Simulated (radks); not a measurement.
All-electron atom: Pb40+ in [Kr] 4d6 (the NIST ground configuration). Calculated with a radial shooting solver on a logarithmic mesh with Libxc functionals: scalar-relativistic Kohn-Sham, SCAN, spin-polarised, spherical densities, finite nucleus; open shells are filled with parallel spins first (spin-orbit coupling, left out, can overturn this in heavy ions); meta-GGA in the generalised Kohn-Sham scheme; Fermi nuclear charge, rms radius 5.5012 fm.

Normalised radial functions P(r) = r R(r), r in bohr:

r            4d up
0.0007777   0.0000
0.001115    0.0001
0.001598    0.0001
0.00229     0.0003
0.003283    0.0009
0.004743    0.0024
0.006798    0.0063
0.009744    0.0162
0.01397     0.0405
0.02002     0.0969
0.02869     0.2179
0.04113     0.4458
0.05895     0.7916
0.08449     1.1305
0.1211      1.0901
0.1736      0.2492
0.2508     -1.1866
0.3595     -1.8888
0.5152     -1.2151
0.7385     -0.3115
1.059      -0.0240

4d up: eigenvalue -1938.4 eV, 1 radial node at r = 0.186 bohr, <r> = 0.369 bohr, 90 % of the charge inside 0.537 bohr.
